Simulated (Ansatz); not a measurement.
**Match the barriers**

Saddle point of BH$_{4}$O$_{2}$F, singlet (BH₂O₂F ([OH][B]([OH])[F]) + H₂ → BH₃O₂ ([OH][BH][OH]) + HF; bonds formed: B1–H6, F2–H5; bonds broken: B1–F2, H5–H6), PBE0-D4/def2-TZVP structure:

| atom | x (Å) | y (Å) | z (Å) |
| --- | --- | --- | --- |
| B1 | -0.1995 | -0.1415 | 0.1265 |
| F2 | 0.3238 | 1.3063 | -0.6445 |
| O3 | -1.1398 | -0.7808 | -0.6141 |
| O4 | -0.4297 | 0.0617 | 1.4483 |
| H5 | 1.0409 | 0.3960 | -0.5202 |
| H6 | 1.0949 | -0.5459 | -0.1545 |
| H7 | -0.9394 | -0.8548 | -1.5473 |
| H8 | 0.2488 | 0.5588 | 1.9057 |

Ansatz 0.2.0; basis: def2-TZVPP, with def2-QZVPP for the basis limit; cores frozen in the correlated methods. Extrapolation: Hartree–Fock as exp(−7.88 √X), correlation as X^−2.97. Four methods, as single points on the PBE0-D4 structures, gave these electronic barriers from the start structure: 41.67, 54.09, 63.07, 75.48 kcal/mol.

**Question.** The methods were, in alphabetical order, BHLYP-D4, HF, PBE0-D4, SPW92. Which gave which? (Judge from chemistry; the calculation decides.)

**Answer.** Computed: SPW92 41.67; PBE0-D4 54.09; BHLYP-D4 63.07; HF 75.48 kcal/mol. For comparison, CCSD(T) at an estimated basis limit (MP2 extrapolated from triple and quadruple zeta, plus CCSD(T) − MP2 in triple zeta) gives 59.62 kcal/mol.

No T1 diagnostic of these runs exceeds 0.014.

Labels in which every atom is bracketed show which atoms are joined, not bond orders.

For scale, one of the runs: CCSD(T)/def2-TZVPP, 180 basis functions, launched by `ansatz run in.yaml --threads 2 --pin off --events-out ev --progress --plain --max-ram 4352MiB`. The run took 65 s on 2 CPU threads of an Arm Neoverse V1 (shared host), with 1.9 GiB of host memory at its peak.
